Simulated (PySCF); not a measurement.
Precursor series Y OH-NH2. Gas-phase values, no solvent. One relaxed conformer stands for each flexible species; it need not be the lowest.

Level of theory: TPSSh-D3(BJ)/def2-TZVP // TPSS-D3(BJ)/def2-SVP (PySCF). 

```json
[
 {"species": "0 of 3 OH replaced by NH2 ([Y(OH)3])", "LUMO (eV)": "-1.56", "coordination number": "3", "mean distance from the central atom to its bonded neighbours (Å)": "2.036", "HOMO–LUMO gap (eV)": "5.37", "charge on the central atom (Mulliken) (e)": "1.53"},
 {"species": "2 of 3 OH replaced by NH2 ([Y(OH)(NH2)2])", "LUMO (eV)": "-1.42", "coordination number": "3", "mean distance from the central atom to its bonded neighbours (Å)": "2.122", "HOMO–LUMO gap (eV)": "4.19", "charge on the central atom (Mulliken) (e)": "1.47"},
 {"species": "3 of 3 OH replaced by NH2", "LUMO (eV)": "-1.34", "coordination number": "3", "mean distance from the central atom to its bonded neighbours (Å)": "2.162", "HOMO–LUMO gap (eV)": "4.18", "charge on the central atom (Mulliken) (e)": "1.44"}
]
```
